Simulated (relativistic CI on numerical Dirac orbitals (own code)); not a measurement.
How well does a small relativistic CI reproduce Zr⁵⁺?

Calculated at this level of theory: Dirac-Coulomb-Breit CI, KLI orbitals optimised for each configuration, model QED (radiative potential, 1s self-energy scaled to tabulated hydrogen-like ionisation energies), valence Slater integrals scaled by 0.85, P86 correlation energy added to each configuration (own radial code, finite nucleus).

Configurations in the expansion (outside the closed core [Ar] 3d10): 4s2.4p5, 4s.4p6, 4s2.4p4.4d, 4s.4p5.4d, 4s2.4p4.4f, 4s2.4p4.5s, 4s.4p5.4f, 4s2.4p4.5p, 4s2.4p4.5d, 4s2.4p4.6s, 4p6.4d, 4s2.4p4.6p, 4s.4p4.4d2, 4s2.4p4.5f, 4s.4p5.5s, 4s2.4p3.4d.4f, 4s2.4p4.6d, 4s2.4p4.5g, 4s2.4p4.7s, 4s2.4p4.7p, 4s2.4p4.6f, 4s.4p5.5p, 4s.4p5.5d, 4s.4p5.6s, 4s2.4p3.4d.5p, 4p6.4f, 4s.4p5.6p, 4s.4p4.5p2, 4s2.4p3.4d2, 4s2.4p2.4d3, 4s.4p3.4d3, 4s2.4p2.4d2.4f, 4s2.4p2.4d2.5s, 4s.4p3.4d2.4f, 4p5.4d2, 4p4.4d3, 4p4.4d2.4f, 4p4.4d2.5s, 4s2.4p3.4d.5s, 4s.4p3.4d2.5s, 4s2.4p2.4d.4f.5s, 4s2.4p2.4d.5s2, 4s.4p3.4d.4f.5s, 4p5.4d.5s, 4p4.4d.4f.5s, 4p4.4d.5s2. Double excitations out of closed p, d and f shells are left out; levels of such configurations are missing from the list, as are those of other unlisted configurations, and high levels can miss mixing partners. These lack a partner that the ground configuration has and come out too high: 4s2.4p4.5p, 4s2.4p4.5d, 4s2.4p4.6s, 4s2.4p4.6p, 4s2.4p4.5f.

| Configuration | Term (tabulated) | J | Measured (cm⁻¹) | Computed | Error | Purity (%) |
| --- | --- | --- | --- | --- | --- | --- |
| 4s2.4p5 | 2P° | 3/2 | 0.0 | 0 | 0 | 98 |
| 4s2.4p5 | 2P° | 1/2 | 15602.8 | 15410 | -193 | 98 |
| 4s.4p6 | 2S | 1/2 | 191570.7 | 197064 | 5494 | 74 |
| 4s2.4p4.4d | 4D | 5/2 | 248940.1 | 251097 | 2157 | 86 |
| 4s2.4p4.4d | 4D | 7/2 | 249322.9 | 251503 | 2180 | 89 |
| 4s2.4p4.4d | 4D | 3/2 | 250017.6 | 252148 | 2130 | 83 |
| 4s2.4p4.4d | 4D | 1/2 | 251818.7 | 253957 | 2138 | 79 |
| 4s2.4p4.4d | 4F | 9/2 | 261642.9 | 263511 | 1868 | 88 |
| 4s2.4p4.4d | 4F | 7/2 | 266145.4 | 267923 | 1778 | 62 |
| 4s2.4p4.4d | 4F | 5/2 | 271374.4 | 273126 | 1752 | 90 |
| 4s2.4p4.4d | 4P | 1/2 | 272091.3 | 272927 | 835 | 91 |
| 4s2.4p4.4d | 4P | 5/2 | 278742.2 | 279338 | 595 | 75 |
| 4s2.4p4.4d | 2G | 7/2 | 285967.1 | 287578 | 1611 | 69 |
| 4s2.4p4.4d | 2G | 9/2 | 286411.5 | 287986 | 1574 | 88 |
| 4s2.4p4.4d | 2F | 5/2 | 287142.4 | 288393 | 1250 | 79 |
| 4s2.4p4.4d | 2F | 5/2 | 299608.7 | 299642 | 34 | 85 |
| 4s2.4p4.4d | 2F | 7/2 | 303517.2 | 303489 | -28 | 93 |
| 4s2.4p4.4d | 2S | 1/2 | 334694.9 | 333319 | -1376 | 66 |
| 4s2.4p4.4d | 2D | 5/2 | 343709.5 | 341042 | -2668 | 93 |
| 4s2.4p4.4d | 2D | 3/2 | 358168.1 | 355516 | -2652 | 84 |
| 4s2.4p4.5s | 4P | 5/2 | 364827.1 | 373378 | 8551 | 91 |
| 4s2.4p4.5s | 4P | 1/2 | 377452.0 | 385595 | 8143 | 86 |
| 4s2.4p4.5s | 4P | 3/2 | 379776.7 | 388368 | 8592 | 59 |
| 4s2.4p4.5s | 2P | 1/2 | 384781.4 | 393294 | 8512 | 91 |
| 4s2.4p4.5s | 2D | 5/2 | 393555.3 | 402543 | 8987 | 90 |
| 4s2.4p4.5s | 2D | 3/2 | 394195.5 | 403178 | 8983 | 86 |
| 4s2.4p4.5p | 4P° | 3/2 | 421258.0 | 439010 | 17752 | 62 |
| 4s2.4p4.5p | 4P° | 5/2 | 421991.2 | 439611 | 17620 | 70 |
| 4s2.4p4.5s | 2S | 1/2 | 423223.5 | 429269 | 6046 | 81 |
| 4s2.4p4.5p | 2D° | 5/2 | 427118.7 | 444974 | 17855 | 61 |
| 4s2.4p4.5p | 4D° | 7/2 | 427649.1 | 445354 | 17705 | 89 |
| 4s2.4p4.5p | 4D° | 1/2 | 436859.1 | 454783 | 17923 | 61 |
| 4s2.4p4.5p | 4D° | 5/2 | 440554.9 | 458318 | 17763 | 59 |
| 4s2.4p4.5p | 2S° | 1/2 | 444340.1 | 462612 | 18272 | 68 |
| 4s2.4p4.5p | 2F° | 5/2 | 449730.7 | 468029 | 18298 | 83 |
| 4s2.4p4.5p | 2P° | 3/2 | 455878.2 | 473864 | 17986 | 73 |
| 4s2.4p4.5p | 2D° | 3/2 | 459077.6 | 477414 | 18336 | 76 |
| 4s2.4p4.5p | 2D° | 5/2 | 459580.8 | 477727 | 18146 | 66 |
| 4s2.4p4.5p | 2P° | 1/2 | 464724.0 | 482510 | 17786 | 95 |
| 4s2.4p4.5d | 4D | 5/2 | 514465.3 | 531436 | 16971 | 70 |
| 4s2.4p4.5d | 4D | 7/2 | 514487.0 | 531479 | 16992 | 73 |
| 4s2.4p4.5d | 4D | 3/2 | 515170.7 | 532121 | 16950 | 58 |
| 4s2.4p4.5d | 2F | 7/2 | 518061.5 | 534938 | 16876 | 65 |
| 4s2.4p4.5d | 4F | 3/2 | 528976.1 | 545951 | 16975 | 66 |
| 4s2.4p4.5d | 4F | 5/2 | 529351.7 | 546264 | 16912 | 56 |

Measured levels from measured levels as listed in Rauch et al., Astron. Astrophys. 599, A142 (2017); pairs were made by configuration, J and term (by order where the table uses no LS term), so strongly mixed levels may be paired wrongly.

Mean error by configuration (cm⁻¹): 4s2.4p5 -193; 4s.4p6 5494; 4s2.4p4.4d 775; 4s2.4p4.5s 8259; 4s2.4p4.5p 17954; 4s2.4p4.5d 16946. Over the excited levels the mean absolute error is 9256 cm⁻¹ (44 of the 69 excited levels that our extract of the source holds in range could be paired, and the others can miss by more), and the median relative error of those above 1,000 cm⁻¹ is 2.3 %.
